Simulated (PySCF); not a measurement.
One of the candidates below gave these computed data.

All candidates are C6H10Si.

* 1H NMR: chemical shifts (computed TMS as zero) by class: 5.52 (1 H), 5.47 (1 H), 3.97 (3 H), 2.00 (2 H), 1.95 (3 H) ppm [GIAO PBE0/pcSseg-1]
* 13C NMR: chemical shifts (computed TMS as zero) by class: 135.2 (1 C), 127.4 (1 C), 97.1 (1 C), 87.4 (1 C), 27.2 (1 C), 1.2 (1 C) ppm [GIAO PBE0/pcSseg-1]
* Dipole: 0.67 D [PBE0/def2-SVPD]
* Rotational structure: rotational constants A, B, C: 5.358, 0.778, 0.752 GHz [GFN2-xTB]
* Triplet: lowest triplet excitation (Tamm–Dancoff): 3.43 eV [TDA PBE0/def2-SVPD]
* UV, first state: lowest singlet excitation: 5.34 eV (232 nm, f = 0.130) [TDDFT PBE0/def2-SVPD]

Gas-phase values; electronic properties from PySCF, density fitting. Levels stand in brackets. Isolated species at its GFN2-xTB geometry, gas phase. Each NMR value is the plain mean over a class of atoms that symmetry, rotation or inversion makes alike.

Question: Which candidate is it?
A. `C#C/C=C/[SiH](C)C`
B. `C=C[C@@H]1[SiH2][C@H]1C=C`
C. `C=C(C)C#CC[SiH3]`

Answer: C. It is `C=C(C)C#CC[SiH3]`. Numbering: `[CH2:1]=[C:2]([CH3:3])[C:4]#[C:5][CH2:6][SiH3:7]`. Its formula, C6H10Si, gives 3 degrees of unsaturation: 0 rings and 3 π bonds in the structure found. 6 carbons fall into 6 classes; from least to most shielded: fully substituted alkene carbon [C2] (135.2 ppm), terminal =CH2 carbon [C1] (127.4 ppm), alkyne carbon [C5] (97.1 ppm), alkyne carbon [C4] (87.4 ppm), allylic carbon [C3] (27.2 ppm), sp3 carbon bound to silicon [C6] (1.2 ppm). Hydrogen classes from least to most shielded: 1 H on a terminal =CH2 carbon, C1 (5.52 ppm), 1 H on a terminal =CH2 carbon, C1 (5.47 ppm), 3 H on an SiH3 silicon, Si7 (3.97 ppm), 2 H on an sp3 carbon bound to silicon, C6 (2.00 ppm), 3 H on an allylic carbon, C3 (1.95 ppm). The optimised geometry has point group C1 and is an asymmetric top.

The others, at the same levels:
- `C=C[C@@H]1[SiH2][C@H]1C=C` fails: it has 3 carbon classes against 6; its computed 13C shifts are 150.2 (2 C), 112.0 (2 C), 25.8 (2 C) ppm, 1H shifts are 7.08 (2 H), 4.99 (2 H), 4.68 (2 H), 3.00 (2 H), 1.95 (2 H) ppm and lowest singlet excitation is 4.94 eV (251 nm, f = 0.111) (against 5.34 eV).
- `C#C/C=C/[SiH](C)C` fails: it has 5 carbon classes against 6; its computed 13C shifts are 156.3 (1 C), 132.5 (1 C), 89.2 (1 C), 88.1 (1 C), -2.2 (2 C) ppm, 1H shifts are 6.96 (1 H), 6.28 (1 H), 4.51 (1 H), 2.81 (1 H), 0.17 (6 H) ppm and rotational constant A is 4.842 GHz (against 5.358 GHz).

Each candidate is one conformer, not necessarily the lowest. The conformers computed, where there is a choice (atom-mapped SMILES and torsion angles):
- `[CH2:1]=[CH:2][C@@H:3]1[SiH2:4][C@H:5]1[CH:6]=[CH2:7]`: C1–C2–C3–Si4 48°, Si4–C5–C6–C7 47°
- `[CH:1]#[C:2]/[CH:3]=[CH:4]/[SiH:5]([CH3:6])[CH3:7]`: C3–C4–Si5–C6 120°
